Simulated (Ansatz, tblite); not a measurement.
Spin states of the cluster Sn2H (the lowest doublet isomer of a short search), each relaxed with r2SCAN-D4/def2-TZVP in Ansatz. Electronic energies in the gas phase.

In the def2 sets Sn takes a core potential, while STO-3G treats all electrons; there is no spin–orbit coupling. The xTB rows come from tblite. HSE06 is defined as in plane-wave codes, on full-range PBE exchange. Correlated methods freeze 8 core orbitals; core or outer-core shells of Sn are correlated, in sets that lack core-valence functions. HOMO above LUMO, or a gap near zero within one spin, warns that the state may not be the lowest or that an electron is smeared out. The structure comes from a short search, and lower isomers may exist.

Doublet geometry:

```xyz
3

Sn    1.177   -0.048    0.845
Sn   -1.435    0.201    0.052
H     0.258   -0.153   -0.897
```

Quartet geometry:

```xyz
3

Sn    0.980   -0.592   -1.073
Sn   -1.100    1.055    0.375
H     0.120   -0.463    0.698
```

⟨S²⟩: doublet 0.75 at PBE0-D4/def2-TZVP (pure 0.75), quartet 3.76 at PBE0-D4/def2-TZVP (pure 3.75).

Run but left out: LDA (SPW92)/def2-TZVP, BLYP-D4/def2-TZVP (quartet: an occupied level 0.01 to 0.04 eV above an empty one).

Only these spin states were relaxed.

```json
{"level": "GFN1-xTB", "quartet − doublet (kcal/mol)": "53.4", "lowest of these": "doublet", "remarks": "–"}
{"level": "GFN2-xTB", "quartet − doublet (kcal/mol)": "47.9", "lowest of these": "doublet", "remarks": "–"}
{"level": "HF/STO-3G", "quartet − doublet (kcal/mol)": "12.3", "lowest of these": "doublet", "remarks": "–"}
{"level": "HF/def2-TZVP", "quartet − doublet (kcal/mol)": "4.7", "lowest of these": "doublet", "remarks": "–"}
{"level": "HF/def2-TZVPP", "quartet − doublet (kcal/mol)": "4.7", "lowest of these": "doublet", "remarks": "–"}
{"level": "PBE-D4/def2-TZVP", "quartet − doublet (kcal/mol)": "24.9", "lowest of these": "doublet", "remarks": "gap within one spin near zero (quartet)"}
{"level": "revPBE-D4/def2-TZVP", "quartet − doublet (kcal/mol)": "23.1", "lowest of these": "doublet", "remarks": "gap within one spin near zero (quartet)"}
{"level": "r2SCAN-D4/def2-TZVP", "quartet − doublet (kcal/mol)": "22.0", "lowest of these": "doublet", "remarks": "–"}
{"level": "B97M-V/def2-TZVP", "quartet − doublet (kcal/mol)": "24.7", "lowest of these": "doublet", "remarks": "–"}
{"level": "PBE0-D4/def2-TZVP", "quartet − doublet (kcal/mol)": "22.7", "lowest of these": "doublet", "remarks": "–"}
{"level": "HSE06-D4/def2-TZVP", "quartet − doublet (kcal/mol)": "22.5", "lowest of these": "doublet", "remarks": "–"}
{"level": "RPA@PBE/def2-TZVP", "quartet − doublet (kcal/mol)": "23.6", "lowest of these": "doublet", "remarks": "–"}
{"level": "MP2/def2-TZVP", "quartet − doublet (kcal/mol)": "24.8", "lowest of these": "doublet", "remarks": "–"}
{"level": "MP2/def2-TZVPP", "quartet − doublet (kcal/mol)": "24.8", "lowest of these": "doublet", "remarks": "–"}
{"level": "CCSD/def2-TZVPP", "quartet − doublet (kcal/mol)": "21.1", "lowest of these": "doublet", "remarks": "–"}
{"level": "CCSD(T)/def2-TZVPP", "quartet − doublet (kcal/mol)": "23.8", "lowest of these": "doublet", "remarks": "–"}
```

Change of the quartet − doublet gap on mixing in exact exchange, in kcal/mol: PBE to PBE0 (25 % exact exchange) -2.3.

The xTB methods have no term that favours high spin, so they put low spin too low.
